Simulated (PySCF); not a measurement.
**Electron correlation in Mn(2+) (manganese, charge +2)**

[Ar] 3d4 4p1, one real determinant (an excited configuration). Calculation: PySCF 2.14, in ANO-RCC-VTZP; scalar relativity by spin-free X2C-1e. Frozen: [Ne]; 13 electrons correlated.

| level | correlation energy (mhartree) |
| --- | --- |
| CCSD | -379.97 |
| (T) | -6.33 |
| CCSD(T) | -386.30 |

Diagnostics: T1 = 0.0066, D1 = 0.0259, largest double amplitude 0.033.

The real determinant used has ⟨L²⟩ near 8 against 12 for a pure F term, so it mixes terms.

Cost of the coupled-cluster step: of the order of 15 core-seconds, for 13 correlated electrons.

The reference is one real determinant that mixes LS terms of this configuration.
